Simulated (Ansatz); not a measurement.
Born–Oppenheimer molecular dynamics of Cl3Ga (4 atoms, charge 0, multiplicity 1). It starts from a relaxed structure.

All numbers below come from RKS PBE-D4/def2-SVP in Ansatz.

| Property | Result |
| --- | --- |
| ensemble | NVE (velocity Verlet) |
| time step | 1 fs |
| steps asked | 250 |
| starting velocities drawn for | 3000 K |
| seed | 961411 |

Frames 1 fs apart, positions in Å, forces in eV/Å.

Velocities at 190 fs (Å/ps):

```
Ga 0.31 0.30 -2.12
Cl 2.11 0.61 0.07
Cl -3.65 -0.73 3.49
Cl 0.93 -0.46 0.60
```

```xyz
4
Properties=species:S:1:pos:R:3:forces:R:3 time_fs=190 energy_less_start_eV=0.699 T=295
Ga -0.064 -0.283 -0.125 0.17 0.69 0.22
Cl 0.184 0.203 1.895 -0.44 -0.21 1.70
Cl 1.884 0.217 -0.716 1.02 -0.23 -1.28
Cl -1.942 0.138 -0.933 -0.74 -0.25 -0.63
4
Properties=species:S:1:pos:R:3:forces:R:3 time_fs=191 energy_less_start_eV=0.709 T=258
Ga -0.064 -0.283 -0.127 0.11 0.67 0.30
Cl 0.186 0.203 1.895 -0.45 -0.22 1.67
Cl 1.880 0.216 -0.713 1.12 -0.20 -1.33
Cl -1.942 0.137 -0.933 -0.77 -0.25 -0.65
4
Properties=species:S:1:pos:R:3:forces:R:3 time_fs=192 energy_less_start_eV=0.717 T=226
Ga -0.063 -0.282 -0.129 0.05 0.66 0.39
Cl 0.188 0.204 1.896 -0.47 -0.23 1.63
Cl 1.877 0.215 -0.710 1.21 -0.18 -1.36
Cl -1.941 0.137 -0.932 -0.79 -0.24 -0.66
4
Properties=species:S:1:pos:R:3:forces:R:3 time_fs=193 energy_less_start_eV=0.724 T=200
Ga -0.063 -0.282 -0.131 -0.01 0.65 0.48
Cl 0.190 0.204 1.897 -0.48 -0.24 1.58
Cl 1.874 0.214 -0.708 1.30 -0.16 -1.40
Cl -1.941 0.136 -0.932 -0.81 -0.24 -0.66
4
Properties=species:S:1:pos:R:3:forces:R:3 time_fs=194 energy_less_start_eV=0.729 T=179
Ga -0.063 -0.281 -0.133 -0.06 0.64 0.57
Cl 0.192 0.204 1.899 -0.49 -0.26 1.52
Cl 1.872 0.213 -0.705 1.38 -0.15 -1.43
Cl -1.940 0.135 -0.932 -0.83 -0.24 -0.67
4
Properties=species:S:1:pos:R:3:forces:R:3 time_fs=195 energy_less_start_eV=0.733 T=165
Ga -0.062 -0.281 -0.135 -0.11 0.63 0.66
Cl 0.193 0.205 1.901 -0.50 -0.27 1.46
Cl 1.869 0.212 -0.704 1.45 -0.13 -1.46
Cl -1.940 0.135 -0.932 -0.83 -0.23 -0.67
4
Properties=species:S:1:pos:R:3:forces:R:3 time_fs=196 energy_less_start_eV=0.735 T=157
Ga -0.062 -0.280 -0.137 -0.16 0.63 0.75
Cl 0.195 0.205 1.903 -0.51 -0.28 1.39
Cl 1.868 0.211 -0.702 1.51 -0.11 -1.48
Cl -1.941 0.134 -0.933 -0.84 -0.23 -0.67
4
Properties=species:S:1:pos:R:3:forces:R:3 time_fs=197 energy_less_start_eV=0.735 T=157
Ga -0.062 -0.279 -0.138 -0.20 0.63 0.84
Cl 0.196 0.205 1.906 -0.52 -0.30 1.32
Cl 1.866 0.210 -0.701 1.56 -0.10 -1.49
Cl -1.941 0.133 -0.933 -0.84 -0.23 -0.67
4
Properties=species:S:1:pos:R:3:forces:R:3 time_fs=198 energy_less_start_eV=0.734 T=163
Ga -0.061 -0.278 -0.140 -0.24 0.64 0.92
Cl 0.197 0.205 1.909 -0.53 -0.31 1.24
Cl 1.865 0.209 -0.701 1.60 -0.09 -1.50
Cl -1.942 0.132 -0.934 -0.83 -0.23 -0.66
4
Properties=species:S:1:pos:R:3:forces:R:3 time_fs=199 energy_less_start_eV=0.730 T=177
Ga -0.061 -0.277 -0.141 -0.27 0.64 1.00
Cl 0.198 0.205 1.913 -0.54 -0.33 1.16
Cl 1.865 0.208 -0.700 1.63 -0.08 -1.51
Cl -1.943 0.131 -0.935 -0.82 -0.23 -0.65
4
Properties=species:S:1:pos:R:3:forces:R:3 time_fs=200 energy_less_start_eV=0.724 T=198
Ga -0.061 -0.276 -0.142 -0.29 0.65 1.07
Cl 0.199 0.205 1.917 -0.55 -0.34 1.08
Cl 1.865 0.207 -0.701 1.64 -0.08 -1.51
Cl -1.944 0.130 -0.936 -0.80 -0.24 -0.64
4
Properties=species:S:1:pos:R:3:forces:R:3 time_fs=201 energy_less_start_eV=0.717 T=227
Ga -0.061 -0.275 -0.144 -0.31 0.67 1.14
Cl 0.200 0.205 1.921 -0.55 -0.35 0.99
Cl 1.865 0.206 -0.701 1.64 -0.08 -1.50
Cl -1.946 0.129 -0.937 -0.78 -0.24 -0.63
```

Of the whole run (250 fs, mean temperature of the second half 1423 K): The conserved energy stayed within 0.047 meV per atom of its start (net change 0.027 meV per atom), so the integration is sound. Over the second half the temperature averaged 0.47 of the 3000 K drawn at the start: a run that starts near a minimum puts about half its kinetic energy into the potential. A run of 0.25 ps of so small a system gives no equilibrium averages.

The run took 5 min on 2 threads of Arm Neoverse V1 (shared host), peak memory 0.13 GiB.
